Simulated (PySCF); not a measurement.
Cartesian coordinates (Å):
SMILES: [Al]([I])([I])[CH3]
```xyz
7

C     -1.0275    -0.0906    -0.0130
Al     0.9003     0.0626     0.0259
I      1.9976     2.2720    -0.0789
I      2.3660    -1.9196     0.1523
H     -1.4027     0.2063    -0.9970
H     -1.4786     0.5812     0.7220
H     -1.3551    -1.1119     0.1887
```
Charge 0, multiplicity 1.

Task: Predict the dipole moment, total energy and HOMO–LUMO gap from PBE-D3(BJ)/def2-TZVP // PBE0-D3(BJ)/def2-TZVP (PySCF 2.14.0).

Result: 
The dipole moment comes out as 1.60 D, the total energy comes out as -23883.47 eV and the HOMO–LUMO gap comes out as 4.31 eV.
